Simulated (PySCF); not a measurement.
Si(H)2(F)(OEt) (C₂H₇FOSi), SMILES CCO[SiH2]F. Atoms are numbered in the order given.

```xyz
12

Si     1.1750     0.3367     0.5136
F      2.0109     0.4070    -0.8803
O     -0.4449     0.3370     0.2183
C     -1.1909    -0.7256    -0.3626
C     -2.6575    -0.5627    -0.0142
H      1.5871    -0.9259     1.1827
H      1.4691     1.5552     1.2965
H     -0.8150    -1.7014     0.0024
H     -1.0505    -0.7130    -1.4586
H     -3.0324     0.4060    -0.3785
H     -3.2556    -1.3654    -0.4739
H     -2.8021    -0.5980     1.0767
```

The structure is a stationary point at B3LYP-D3(BJ)/def2-SVP. The values are those of a single conformer.

Two levels are set side by side: PBE/pcSseg-1 (PySCF) and PBE0/pcSseg-1 (PySCF). GIAO shifts against CFCl3 (¹⁹F), H2O (¹⁷O), TMS (²⁹Si), TMS (¹H), TMS (¹³C) at the same level; non-relativistic, no solvent, atoms listed together averaged. Differences are taken from unrounded values.

```tsv
quantity	PBE0
δ(²⁹Si) of Si1 (ppm)	-20.2
δ(¹⁹F) of F2 (ppm)	-170.2
δ(¹⁷O) of O3 (ppm)	81.6
δ(¹³C) of C4 (ppm)	66.6
δ(¹³C) of C5 (ppm)	22.1
```

What does PBE give, and how far is it from PBE0? (Estimate from the structure and the level; the computed values follow.)


```json
[
 {"quantity": "δ(²⁹Si) of Si1 (ppm)", "PBE": "-20.6", "PBE minus PBE0": "-0.4"},
 {"quantity": "δ(¹⁹F) of F2 (ppm)", "PBE": "-185.4", "PBE minus PBE0": "-15.2"},
 {"quantity": "δ(¹⁷O) of O3 (ppm)", "PBE": "100.9", "PBE minus PBE0": "19.3"},
 {"quantity": "δ(¹³C) of C4 (ppm)", "PBE": "69.7", "PBE minus PBE0": "3.0"},
 {"quantity": "δ(¹³C) of C5 (ppm)", "PBE": "22.5", "PBE minus PBE0": "0.4"}
]
```

Rough cost on one machine, each run with all the roots and properties that it gave: PBE0 against PBE within a factor of 2.
